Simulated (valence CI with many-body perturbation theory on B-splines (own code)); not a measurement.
# La⁴³⁺: electric-dipole lines

Computed by valence CI with perturbative core correlation (CI+MBPT): four valence electrons over a frozen Dirac-Fock core [Ne], a basis of 11 s, 11 p, 9 d, 7 f, 5 g, 2 h, 1 i functions for each j, with the one-electron correlation potential Σ1, the two-electron term Σ2, the three-electron term Σ3, Breit, model QED; selected CI, second order for the rest (own B-spline code, finite nucleus).

No measured spectrum was set against this ion. As an estimate, large intervals hold to a few tenths of a per cent, small ones and those within an open d or f shell to about a per cent.

Lines 101 to 150 of 219 in falling wavelength, among levels below 551.83 eV, chosen from the strongest by gf and those to the six lowest levels. Wavelengths and rates use the calculated energies. Electric multipoles are in the length gauge, E1 and E2 with the static RPA response of the core. Weak lines are less certain than strong ones. Lines between different terms over intervals too small for the method are left out, as are lines whose strength nearly cancels. The highest levels of a list are the least certain.

Levels are named by their leading jj configuration (3d3/2^4 stands for four electrons in 3d with j = 3/2), which in mixed levels can hold well under half, so a name can repeat and another be missing. Letters in brackets count levels of one name in rising energy.

| λ vac (Å) | Upper | Lower | A (s⁻¹) | log gf | Branch % |
| --- | --- | --- | --- | --- | --- |
| 61.61 | (3s 3p1/2 3p3/2 3d5/2) J=4 [c] | (3s 3p1/2 3p3/2^2) J=3 | 1.21e+11 | -0.21 | 52.0 |
| 61.57 | (3s 3p1/2^2 3d5/2) J=2 | (3s 3p1/2^2 3p3/2) J=2 | 2.52e+10 | -1.15 | 32.9 |
| 61.54 | (3s 3p1/2 3p3/2 3d5/2) J=2 [d] | (3s 3p1/2 3p3/2^2) J=2 [b] | 1.42e+10 | -1.40 | 2.2 |
| 60.65 | (3s 3p1/2 3p3/2 3d5/2) J=2 [d] | (3s 3p1/2 3p3/2^2) J=1 [a] | 2.82e+10 | -1.11 | 4.4 |
| 60.41 | (3s 3p1/2 3p3/2 3d5/2) J=1 [b] | (3s 3p1/2 3p3/2^2) J=0 | 2.05e+10 | -1.47 | 7.4 |
| 60.41 | (3s^2 3p3/2 3d5/2) J=3 | (3s^2 3p3/2^2) J=2 | 2.79e+11 | 0.03 | 96.2 |
| 60.24 | (3s 3p1/2 3p3/2^2) J=2 [a] | (3s^2 3p1/2 3p3/2) J=2 | 7.43e+09 | -1.69 | 3.7 |
| 60.06 | (3s 3p1/2 3p3/2 3d5/2) J=2 [a] | (3s^2 3p1/2 3d5/2) J=2 | 8.58e+10 | -0.63 | 51.2 |
| 60.02 | (3s 3p1/2 3p3/2 3d3/2) J=1 [c] | (3s^2 3p1/2 3d5/2) J=2 | 2.14e+10 | -1.46 | 5.8 |
| 59.75 | (3s 3p1/2 3p3/2 3d5/2) J=3 [c] | (3s 3p1/2 3p3/2^2) J=2 [a] | 2.09e+11 | -0.11 | 67.2 |
| 59.04 | (3s^2 3p3/2 3d5/2) J=1 | (3s^2 3p3/2^2) J=2 | 7.74e+10 | -0.92 | 40.0 |
| 59.00 | (3s 3p1/2 3p3/2 3d5/2) J=3 [a] | (3s^2 3p1/2 3d5/2) J=3 | 3.50e+10 | -0.89 | 23.8 |
| 58.92 | (3s 3p1/2 3p3/2 3d5/2) J=1 [a] | (3s 3p1/2 3p3/2^2) J=2 [a] | 2.09e+10 | -1.49 | 11.2 |
| 58.29 | (3s 3p1/2 3p3/2^2) J=2 [a] | (3s^2 3p1/2 3p3/2) J=1 | 1.95e+11 | -0.30 | 96.2 |
| 58.26 | (3s 3p1/2 3p3/2^2) J=3 | (3s^2 3p1/2 3p3/2) J=2 | 8.52e+10 | -0.52 | 93.4 |
| 58.04 | (3s 3p1/2 3p3/2 3d5/2) J=3 [d] | (3s 3p1/2 3p3/2^2) J=3 | 8.03e+10 | -0.55 | 19.0 |
| 57.86 | (3s 3p1/2 3p3/2 3d5/2) J=2 [c] | (3s 3p1/2 3p3/2^2) J=3 | 1.02e+10 | -1.59 | 3.1 |
| 57.79 | (3s 3p1/2 3p3/2 3d5/2) J=3 [a] | (3s^2 3p1/2 3d5/2) J=2 | 9.52e+09 | -1.48 | 6.5 |
| 57.71 | (3s 3p1/2 3p3/2 3d3/2) J=1 [d] | (3s^2 3p1/2 3d5/2) J=2 | 2.13e+10 | -1.50 | 6.7 |
| 57.29 | (3s 3p1/2 3p3/2 3d3/2) J=2 [a] | (3s 3p1/2^2 3p3/2) J=1 | 8.73e+10 | -0.67 | 64.4 |
| 56.64 | (3s 3p1/2 3p3/2 3d5/2) J=2 [b] | (3s^2 3p1/2 3d5/2) J=3 | 7.40e+10 | -0.75 | 28.2 |
| 56.53 | (3s 3p1/2 3p3/2 3d5/2) J=1 [b] | (3s 3p1/2 3p3/2^2) J=2 [a] | 6.40e+10 | -1.04 | 23.0 |
| 56.48 | (3s 3p1/2 3p3/2 3d5/2) J=4 [b] | (3s^2 3p1/2 3d5/2) J=3 | 3.05e+10 | -0.88 | 34.8 |
| 56.45 | (3s 3p1/2 3p3/2 3d5/2) J=3 [b] | (3s^2 3p1/2 3d5/2) J=3 | 5.43e+10 | -0.74 | 18.4 |
| 56.26 | (3s 3p1/2 3p3/2 3d5/2) J=2 [d] | (3s 3p1/2 3p3/2^2) J=3 | 8.38e+10 | -0.70 | 13.2 |
| 56.21 | (3s 3p1/2 3p3/2 3d5/2) J=3 [d] | (3s 3p1/2 3p3/2^2) J=2 [a] | 2.13e+10 | -1.15 | 5.0 |
| 56.04 | (3s 3p1/2 3p3/2 3d5/2) J=2 [c] | (3s 3p1/2 3p3/2^2) J=2 [a] | 2.06e+10 | -1.31 | 6.2 |
| 55.52 | (3s 3p1/2 3p3/2 3d5/2) J=2 [b] | (3s^2 3p1/2 3d5/2) J=2 | 3.77e+10 | -1.06 | 14.4 |
| 55.49 | (3s 3p1/2 3p3/2 3d3/2) J=2 [c] | (3s^2 3p1/2 3d3/2) J=2 | 1.26e+11 | -0.53 | 59.1 |
| 55.41 | (3s 3p1/2 3p3/2 3d5/2) J=2 [b] | (3s^2 3p1/2 3d3/2) J=1 | 3.12e+10 | -1.14 | 11.9 |
| 55.35 | (3s 3p1/2 3p3/2 3d5/2) J=3 [b] | (3s^2 3p1/2 3d5/2) J=2 | 6.22e+10 | -0.70 | 21.1 |
| 55.05 | (3s 3p1/2 3p3/2 3d3/2) J=2 [e] | (3s^2 3p1/2 3d5/2) J=3 | 1.14e+10 | -1.59 | 1.5 |
| 54.72 | (3s 3p1/2 3p3/2 3d3/2) J=0 [b] | (3s^2 3p1/2 3d3/2) J=1 | 1.62e+11 | -1.14 | 32.9 |
| 54.68 | (3s 3p1/2 3p3/2 3d3/2) J=1 [e] | (3s^2 3p1/2 3d3/2) J=1 | 9.48e+10 | -0.89 | 12.3 |
| 54.67 | (3s 3p1/2 3p3/2^2) J=0 | (3s^2 3p1/2 3p3/2) J=1 | 1.10e+11 | -1.31 | 100.0 |
| 54.53 | (3s 3p1/2 3p3/2 3d5/2) J=2 [d] | (3s 3p1/2 3p3/2^2) J=2 [a] | 4.86e+10 | -0.97 | 7.6 |
| 54.25 | (3s 3p1/2 3p3/2 3d3/2) J=2 [b] | (3s 3p1/2^2 3p3/2) J=1 | 6.91e+10 | -0.82 | 38.0 |
| 54.20 | (3s 3p1/2 3p3/2^2) J=1 [a] | (3s^2 3p1/2 3p3/2) J=2 | 7.69e+09 | -1.99 | 4.1 |
| 54.16 | (3s 3p1/2^2 3p3/2) J=1 | (3s^2 3p1/2^2) J=0 | 1.17e+11 | -0.81 | 83.5 |
| 54.08 | (3s 3p1/2 3p3/2 3d5/2) J=4 [c] | (3s^2 3p1/2 3d5/2) J=3 | 9.94e+10 | -0.41 | 42.6 |
| 53.90 | (3s 3p1/2 3p3/2 3d3/2) J=2 [e] | (3s^2 3p1/2 3d3/2) J=1 | 2.42e+11 | -0.28 | 31.3 |
| 53.80 | (3s 3p1/2 3p3/2 3d3/2) J=2 [d] | (3s^2 3p1/2 3d3/2) J=2 | 1.96e+10 | -1.37 | 3.8 |
| 53.58 | (3s 3p3/2^3) J=2 | (3s^2 3p3/2^2) J=2 | 4.53e+11 | -0.01 | 99.2 |
| 53.51 | (3s 3p1/2 3p3/2^2) J=2 [b] | (3s^2 3p1/2 3p3/2) J=2 | 2.65e+11 | -0.25 | 90.9 |
| 53.36 | (3p1/2^2 3p3/2^2) J=0 | (3s 3p1/2^2 3p3/2) J=1 | 1.76e+11 | -1.12 | 78.6 |
| 53.22 | (3s 3p1/2 3p3/2 3d5/2) J=3 [c] | (3s^2 3p1/2 3d5/2) J=2 | 7.09e+10 | -0.68 | 22.8 |
| 52.62 | (3s 3p1/2 3p3/2^2) J=1 [a] | (3s^2 3p1/2 3p3/2) J=1 | 1.66e+11 | -0.69 | 88.0 |
| 52.56 | (3s 3p1/2 3p3/2 3d5/2) J=1 [a] | (3s^2 3p1/2 3d5/2) J=2 | 3.08e+10 | -1.42 | 16.6 |
| 52.53 | (3s 3p1/2 3p3/2 3d3/2) J=1 [c] | (3s^2 3p1/2 3d3/2) J=2 | 2.35e+11 | -0.54 | 64.1 |
| 52.51 | (3s 3p1/2 3p3/2 3d3/2) J=3 [c] | (3s^2 3p1/2 3d3/2) J=2 | 3.16e+11 | -0.04 | 96.2 |
